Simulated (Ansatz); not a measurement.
Geometry optimisation, RKS LDA/STO-3G in Ansatz.

The input (input.yaml):

```yaml
crystal:
  periodic: [false, false, false]
  atoms:
    - { symbol: "N", position_ang: [-0.9535, 1.1463, 0.3513] }
    - { symbol: C, position_ang: [-0.383, -0.1019, 0.5954] }
    - { symbol: Si, position_ang: [1.3671, -0.0113, 0.6049] }
    - { symbol: B, position_ang: [0.1607, -0.799, -0.7355] }
    - { symbol: O, position_ang: [-0.2026, -1.5092, -2.0006] }
    - { symbol: H, position_ang: [-1.9955, 1.0282, 0.0647] }
    - { symbol: H, position_ang: [-1.0082, 1.7109, 1.2513] }
    - { symbol: H, position_ang: [-0.844, -0.7257, 1.3423] }
    - { symbol: H, position_ang: [2.1579, -1.128, 1.2188] }
    - { symbol: H, position_ang: [2.0646, 1.1098, -0.0405] }
    - { symbol: H, position_ang: [-0.2983, -0.7771, -2.6315] }
basis:
  gaussian: { orbitals: STO-3G }
hamiltonian:
  xc: lda
relax:
  f_tol: 0.02
  max_steps: 40
```

Run as:

```bash
$ ansatz run input.yaml --threads 1 --pin off --max-ram 2048MiB --backend cpu --events-out ev --progress --plain --runs-dir out
```

Question: Where does it end, and by what steps?

Answer: The run converged. Limits of this set-up: minimal basis. After 16 steps the energy has fallen by 3.164 eV; H7 moved furthest, 0.98 Å. Joined: N1–B4.

```tsv
step	energy less start (eV)	largest force component (eV/Å)	accepted
0	0.0000	5.600	yes
1	-1.3011	1.725	yes
2	-1.7401	2.973	yes
3	-2.1458	2.431	yes
4	-2.4506	1.766	yes
5	-2.5811	1.575	yes
6	-2.5972	0.631	yes
7	-2.6415	0.450	yes
8	-2.6745	0.460	yes
9	-2.7584	0.797	yes
10	-2.9004	1.078	yes
11	-3.0803	1.139	yes
12	-3.1242	1.238	yes
13	-3.1538	0.708	yes
14	-3.1629	0.096	yes
15	-3.1635	0.025	yes
16	-3.1636	0.010	yes
```

```xyz
11
Properties=species:S:1:pos:R:3
N -0.926 0.794 0.110
C -0.315 -0.357 0.872
Si 1.448 -0.049 0.387
B -0.088 -0.407 -0.691
O -0.661 -1.074 -1.754
H -1.975 0.739 0.027
H -0.641 1.789 0.351
H -0.903 -0.801 1.684
H 2.316 -1.119 0.831
H 1.952 1.254 0.801
H -0.142 -0.826 -2.597
```

Run time: 39 s on 1 thread of Intel(R) Xeon(R) Processor @ 2.70GHz, with other jobs on the host, peak memory 0.18 GiB.
